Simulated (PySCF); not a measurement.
`InChI=1S/C5H7NO/c1-6(2)4-3-5-7/h5H,1-2H3`

Geometry (Å), atoms numbered from 1 in this order:
```xyz
14

C    -1.4527    0.8759   -0.9703
N    -0.6738    0.0752   -0.0596
C    -1.3987   -0.7248    0.8949
C     0.6217   -0.0115   -0.1819
C     1.8333   -0.0906   -0.2659
C     3.2250   -0.1635   -0.3977
O     3.9050    0.4338   -1.2044
H    -2.0936    0.2420   -1.5918
H    -2.0883    1.5677   -0.4102
H    -0.7894    1.4463   -1.6164
H    -2.0202   -0.0831    1.5265
H    -0.6996   -1.2718    1.5237
H    -2.0515   -1.4399    0.3832
H     3.6823   -0.8561    0.3429
```

Computed, not measured: PySCF 2.14.0, quadratic response B3LYP/def2-SVPD first hyperpolarisability, Taylor convention, gas phase. Geometry: GFN2-xTB.

**Question.** Give the tensor of the second harmonic β(−2ω;ω,ω) at 800 nm in the axes of these coordinates.

**Answer.** In au, Taylor convention; rows are the first index (the induced dipole):
|  | xx | yy | zz | xy | xz | yz |
| --- | --- | --- | --- | --- | --- | --- |
| x | -1120.9 | +78.9 | +52.2 | +79.2 | +140.2 | +28.5 |
| y | +58.9 | +47.0 | +19.0 | +78.9 | +32.0 | -28.4 |
| z | +149.5 | -27.2 | -57.2 | +29.3 | +50.3 | +20.1 |

Norm of βᵢ = ⅓ Σⱼ (βᵢⱼⱼ + βⱼᵢⱼ + βⱼⱼᵢ): 1002.5 au, hyper-Rayleigh value 455.4 au.
